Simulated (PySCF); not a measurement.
F2H3NOSi, SMILES F[Si](O)(N)F. Atoms are numbered in the order given.

```xyz
8

N      1.6887     0.0433     0.0090
Si     0.0064     0.0080     0.0055
O     -0.5601     1.5415    -0.0914
F     -0.4782    -0.7763     1.3278
F     -0.6863    -0.8273    -1.1972
H      2.2259     0.7153    -0.5243
H      2.2555    -0.6806     0.4326
H     -1.4307     1.6514    -0.4912
```
Charge 0, spin multiplicity 1.

Geometry: r2SCAN-D4/def2-SVP. The values are those of a single conformer.

Level of theory: PySCF with PBE0/def2-TZVP.

The molecule is in vacuum.

Computed frontier levels, gap, dipole moment and polarisability:
| Quantity | Result |
|---|---|
| highest occupied level | -8.32 eV |
| lowest empty level | 0.44 eV |
| orbital gap | 8.76 eV |
| dipole moment | 1.80 D |
| quadrupole, principal values (traceless, Buckingham form, about the centre of nuclear charge) | -9.92, -2.56, 12.49 D·Å |
| mean static polarisability | 31.8 bohr³ (4.71 Å³) |
| polarisability, principal values | 28.9, 31.1, 35.4 bohr³ |
